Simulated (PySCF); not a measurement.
C₄H₉NOSi.
Numbering: `[CH3:1][NH:2][Si@@H:3]1[CH:4]=[CH:5][CH2:6][O:7]1`

Probes without a nucleus sit at each ring's centroid and 1 Å off its mean plane on both sides; NICS is minus the shielding there, NICSzz its component along the normal. Level: GIAO PBE0/pcSseg-1 (PySCF, non-relativistic, gas phase) on the GFN2-xTB geometry, one conformer.

Ring bond lengths (Å), with Mayer bond orders in brackets: Si3–C4 1.888 (0.84), C4–C5 1.326 (1.89), C5–C6 1.498 (1.04), C6–O7 1.397 (0.92), O7–Si3 1.640 (0.99).

What do the NICS probes read (ppm)?

| ring | type | NICS(0) | NICS(1), two faces | NICS(1)zz, two faces | rms pucker (Å) | centre to ring atoms, mean (Å) |
| --- | --- | --- | --- | --- | --- | --- |
| Si3–C4–C5–C6–O7 | 5-membered ring with O and Si; formal bonds 1 double, 4 single | -4.1 | -3.6 / -3.3 | -5.1 / -5.9 | 0.04 | 1.31 |

What can be read from them?

- Si3–C4–C5–C6–O7: mean NICS(1)zz -5.5 ppm, shielded. Si3, C6 have four or more neighbours; no verdict on aromaticity is drawn.

What field does 14.1 T along the ring normal induce along that normal at the first NICS(1) probe listed for ring Si3–C4–C5–C6–O7, 1 Å off the ring?

NICSzz × B0 = -5.1 ppm × 14.1 T = -72 μT, against the applied field.

List the ring angles and the Hirshfeld charges of the ring atoms.

- Si3–C4–C5–C6–O7: Si3 92.4° (+0.422 e), C4 106.9° (-0.167 e), C5 115.4° (-0.042 e), C6 110.2° (+0.002 e), O7 114.5° (-0.235 e); sum 539.4° against 540° for a flat convex ring.

What are the shieldings of the ring atoms and their hydrogens in the same run (means over atoms taken as equivalent)?

| atoms | environment | σ isotropic (ppm) |
| --- | --- | --- |
| Si3 | oxygen-bound silicon | 352.8 |
| C4 | alkene CH carbon | 53.0 |
| C5 | alkene CH carbon | 27.4 |
| C6 | sp3 carbon bound to oxygen | 111.9 |
| O7 | silyl ether oxygen | 295.6 |
| H on Si3 | Si–H hydrogen | 26.37 |
| H on C4 | vinylic hydrogen | 25.47 |
| H on C5 | vinylic hydrogen | 24.51 |
| H on C6 | methylene hydrogen | 26.99 |
| H on C6 | methylene hydrogen | 27.02 |

The run took 55 s of wall time (with the writing of density and orbital grids) on an Arm Neoverse N1 with one thread (shared host), and the process peaked at 0.72 GiB of memory. This is the whole shielding run at PBE0/pcSseg-1, SCF included.

Conformer computed: `[CH3:1][NH:2][Si@@H:3]1[CH:4]=[CH:5][CH2:6][O:7]1`: C1–N2–Si3–C4 -87°.
